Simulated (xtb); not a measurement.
C9H11 (SMILES Cc1[c]c(C)cc(C)c1), doublet, at a GFN2-xTB geometry; xtb with GFN0-xTB.

The xtb input:
```
$ xtb mol.xyz --gfn 0 --uhf 1 --etemp 10000 --json

# file mol.xyz
20

C      2.70229139    -1.12308336     0.07838881
C      1.31544169    -0.55550808     0.04098586
C      0.19817728    -1.34192092     0.03647572
C     -1.09811859    -0.90797608     0.00112288
C     -2.26493714    -1.84888095    -0.01314888
C     -1.27836324     0.47580586    -0.03572301
C     -0.19225501     1.34086178    -0.03462973
C     -0.42276435     2.82485836    -0.06495305
C      1.09348933     0.82413263     0.00399730
H      2.89148621    -1.71105577    -0.81904647
H      2.81762534    -1.78141539     0.93803085
H      3.44411780    -0.33071180     0.13968806
H     -3.19335389    -1.31792891     0.18247984
H     -2.34123449    -2.33334072    -0.98662019
H     -2.13498325    -2.62635073     0.73707748
H     -2.28376020     0.87430878    -0.06398168
H     -0.90159106     3.15082072     0.85821617
H     -1.07716005     3.09260025    -0.89308644
H      0.51548738     3.36268194    -0.17438112
H      1.94559785     1.49065645     0.00652816
```

The log (banner, timings and long lists left out):

```
   ID    Z sym.   atoms
    1    6 C      1-9
    2    1 H      10-20

           -------------------------------------------------
          |                Calculation Setup                |
           -------------------------------------------------

           -------------------------------------------------
          |                 G F N 0 - x T B                 |
           -------------------------------------------------

          ...................................................
          :                      SETUP                      :
          :.................................................:
          :  # basis functions                  58          :
          :  # atomic orbitals                  58          :
          :  # shells                           40          :
          :  # electrons                        47          :
          :  electronic temp.        10000.0000000     K    :
          :  accuracy                    1.0000000          :
          :  -> integral cutoff          0.2500000E+02      :
          :  -> integral neglect         0.1000000E-07      :
          ...................................................

         :::::::::::::::::::::::::::::::::::::::::::::::::::::
         ::                     SUMMARY                     ::
         :::::::::::::::::::::::::::::::::::::::::::::::::::::
         :: total energy             -25.073513045977 Eh    ::
         :: gradient norm              0.057966055015 Eh/a0 ::
         :: HOMO-LUMO gap              2.763635593302 eV    ::
         ::.................................................::
         :: H0 energy                -25.501861930194 Eh    ::
         :: repulsion energy           0.460190610878 Eh    ::
         :: electrostat energy        -0.024326810218 Eh    ::
         :: -> Gsolv                   0.000000000000 Eh    ::
         ::    -> Gsasa                0.000000000000 Eh    ::
         ::    -> Gshift               0.000000000000 Eh    ::
         :: dispersion energy         -0.007514916443 Eh    ::
         :: short-range corr.          0.000000000000 Eh    ::
         :: add. restraining           0.000000000000 Eh    ::
         :: total charge               0.000000000000 e     ::
         :::::::::::::::::::::::::::::::::::::::::::::::::::::

           -------------------------------------------------
          |                Property Printout                |
[...]
    18   1 H        0.925     0.120     1.610     1.984
    19   1 H        0.925     0.119     1.619     1.990
    20   1 H        0.925     0.098     1.799     2.097

 Mol. C6AA /au·bohr⁶  :       4128.260666
 Mol. C8AA /au·bohr⁸  :     101701.526042
 Mol. α(0) /au        :        100.760481

Wiberg/Mayer (AO) data.
largest (>0.10) Wiberg bond orders for each atom

 ---------------------------------------------------------------------------
     #   Z sym  total        # sym  WBO       # sym  WBO       # sym  WBO
 ---------------------------------------------------------------------------
     1   6 C    3.917 --     2 C    0.996    12 H    0.972    11 H    0.959
                            10 H    0.957
     2   6 C    3.703 --     3 C    1.355     9 C    1.274     1 C    0.996
     3   6 C    2.842 --     2 C    1.355     4 C    1.351
     4   6 C    3.705 --     3 C    1.351     6 C    1.280     5 C    0.995
     5   6 C    3.917 --     4 C    0.995    13 H    0.971    15 H    0.962
                            14 H    0.955
     6   6 C    3.677 --     7 C    1.328     4 C    1.280    16 H    0.955
     7   6 C    3.734 --     9 C    1.338     6 C    1.328     8 C    1.001
     8   6 C    3.923 --     7 C    1.001    19 H    0.971    18 H    0.961
                            17 H    0.957
     9   6 C    3.680 --     7 C    1.338     2 C    1.274    20 H    0.954
    10   1 H    0.969 --     1 C    0.957
    11   1 H    0.970 --     1 C    0.959
    12   1 H    0.968 --     1 C    0.972
    13   1 H    0.968 --     5 C    0.971
    14   1 H    0.968 --     5 C    0.955
    15   1 H    0.971 --     5 C    0.962
    16   1 H    0.959 --     6 C    0.955
    17   1 H    0.968 --     8 C    0.957
    18   1 H    0.968 --     8 C    0.961
    19   1 H    0.968 --     8 C    0.971
    20   1 H    0.958 --     9 C    0.954
 ---------------------------------------------------------------------------

Topologies differ in total number of bonds
Writing topology from bond orders to xtbtopo.mol

 dipole moment from electron density (au)
     X       Y       Z
  -0.1752   1.0701  -0.0383  total (Debye):    2.758

           -------------------------------------------------
          | TOTAL ENERGY              -25.073513045977 Eh   |
          | GRADIENT NORM               0.057966055015 Eh/α |
          | HOMO-LUMO GAP               2.763635593302 eV   |
           -------------------------------------------------

normal termination of xtb
```
